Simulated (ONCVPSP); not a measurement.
## phosphorus, ONCV: configuration errors across variants

| Property | Result |
| --- | --- |
| Element | phosphorus (P) |
| Generator | ONCVPSP 4.0.1 |
| Type | optimised norm-conserving Vanderbilt (ONCV) |
| Functional | PBE |
| Relativity | scalar-relativistic |
| Frozen core | [He] |
| Valence charge | 13 |
| Reference configuration | 2s2 2p6 3s2 3p2.5 (charge +0.5) |
| Partial waves | 2s+3s: rc 0.90 bohr, ncon 5, nbas 9, qcut 11.4 1/bohr, 2 projectors; 2p+3p: rc 0.70 bohr, ncon 4, nbas 8, qcut 24.7 1/bohr, 2 projectors; d scattering state at 0.04 Ha: rc 0.75 bohr, ncon 4, nbas 8, qcut 15.3 1/bohr, 2 projectors, debl 1.1 Ha |
| Local potential | polynomial inside 0.45 bohr (lpopt 5, dvloc0 1 Ha) |
| Core correction | Teter function, fcfact 2.5, rcfact 1.05 |

All-electron excitation energies from the reference (eV): (1) 2s2 2p6 3s2 3p3 -3.775; (2) 2s2 2p6 3s2 3p2 5.955; (3) 2s2 2p6 3s2 3p1 25.102; (4) 2s1 2p6 3s2 3p3 184.782.

1 further variants failed, have other tests or too few solved ones, and are left out.

Errors AE − PS in meV (a dash: test not solved or not reliable):

```tsv
change	(1)	(2)	(3)	(4)	bound ghosts	GHOST(+) flags above zero
base	-0.1	+0.2	+1.3	-340	none	none
core correction Teter function, fcfact 4.8, rcfact 1.05	-0.1	+0.2	+1.3	-343	none	none
s: qcut 7.9	-0.1	+0.2	+1.3	-305	none	none
p: rc 0.82	0.0	+0.1	+1.4	-392	none	none
core correction Teter function, fcfact 1.75, rcfact 1.15	-0.1	+0.2	+1.3	-340	none	none
local potential polynomial inside 0.45 bohr (lpopt 5, dvloc0 -2 Ha)	-0.1	+0.2	+1.3	-340	none	none
```

(1) Give the same row for: core correction Teter function, fcfact 2.5, rcfact 1.84.

Answers

(1) -0.1, +0.2, +1.3, -346; bound ghosts: none; GHOST(+) flags above zero: none.
